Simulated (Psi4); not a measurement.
Noncovalent pair: CH4 (SMILES C) (first 5 atoms) with CH4O (SMILES CO); geometry from B3LYP-D3(BJ)/def2-TZVP, rigid monomers moved along the line of their centres of mass till C1···H11 is 3.62 Å.
(charge 0, multiplicity 1):
```xyz
11

C     -0.072     0.031    -0.157
H      0.046     0.266    -1.213
H     -0.649    -0.890    -0.062
H      0.911    -0.104     0.292
H     -0.594     0.848     0.339
C      0.670     0.298     4.628
O     -0.678     0.030     4.274
H      1.280    -0.612     4.651
H      0.656     0.727     5.629
H      1.139     1.020     3.950
H     -0.693    -0.349     3.389
```

The numbers are results of Psi4 with SAPT0/jun-cc-pV(D+d)Z, not measurements.

Question: Give the four SAPT terms and the total, and say what mostly holds the pair together.

Answer: electrostatics -0.13, exchange 0.04, induction -0.03, dispersion -0.20, total -0.31 kcal/mol; the largest attraction is dispersion.
